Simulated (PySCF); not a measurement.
C6H13N.
Structure used (GFN2-xTB), in Å, numbered top down from 1:
```
atom  x, y, z in Å
C1     2.6936   -0.2578    0.6972
C2     1.7035    0.5060    0.2741
C3     0.7402    0.1127   -0.7972
C4    -0.7238   -0.0081   -0.3208
C5    -1.2661    1.3473    0.1342
C6    -0.8182   -1.0183    0.8333
N7    -1.5030   -0.4169   -1.4866
H8     3.3782    0.0602    1.4655
H9     2.8651   -1.2396    0.2863
H10    1.5622    1.4902    0.7006
H11    1.0439   -0.8467   -1.2222
H12    0.7627    0.8563   -1.5973
H13   -1.2056    2.0609   -0.6829
H14   -2.3093    1.2524    0.4291
H15   -0.7055    1.7239    0.9844
H16   -1.8543   -1.1361    1.1484
H17   -0.2331   -0.6780    1.6838
H18   -0.4381   -1.9907    0.5238
H19   -1.2096   -1.3340   -1.8061
H20   -2.4880   -0.4727   -1.2506
```

Computed at PBE0/pcSseg-1 (PySCF, non-relativistic), with Q(14N) = 0.02044 b: N7, 14N (I = 1): χzz = -5.549 MHz, η = 0.100.

Task: Find the zero-field quadrupole resonance frequencies of 14N at N7.

Result: From ν± = (3/4)|χ|(1 ± η/3) and ν0 = |χ|η/2: ν+ 4.301 MHz, ν− 4.023 MHz, ν0 0.278 MHz (primary amine nitrogen).

In a crystal, neighbours and librations shift these lines. One conformer (not necessarily the lowest) at the GFN2-xTB geometry, without solvent, vibrations or thermal averaging. GFN2-xTB bond lengths can be off by several hundredths of an ångström, more for odd bonds, and the gradients follow them. The small basis limits the accuracy of the gradients.
